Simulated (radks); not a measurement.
Coulomb parameter of the 4f shell of neutral terbium in the model configuration [Xe] 4f8 6s2 6p1, as a second difference U = [E(n + 0.5) + E(n - 0.5) - 2 E(n)] / (0.5)^2 with all orbitals relaxed. "Bare": the charge of the atom changes with n. "Screened": the 6p shell takes up the change at fixed total charge, which measures U(4f,4f) + U(6p,6p) - 2 U(4f,6p). All-electron calculation, Dirac Kohn-Sham, PBE, spin-unpolarised, spherical densities, point nucleus; open shells are shared between the two j in proportion to 2j + 1. Program: a radial shooting solver on a logarithmic mesh with Libxc functionals.

case	configuration	E - E(n) (eV)
start	[Xe] 4f8 6s2 6p1	0.000
bare +0.5	[Xe] 4f8.5 6s2 6p1	-4.321
bare -0.5	[Xe] 4f7.5 6s2 6p1	7.999
screened +0.5	[Xe] 4f8.5 6s2 6p0.5	-3.878
screened -0.5	[Xe] 4f7.5 6s2 6p1.5	6.128

U(bare) = 14.712 eV, U(screened by 6p) = 8.999 eV, against the Slater integral F0(4f,4f) = 30.253 eV with frozen orbitals. The step up makes a negative ion, whose loosely bound charge lowers the bare value.
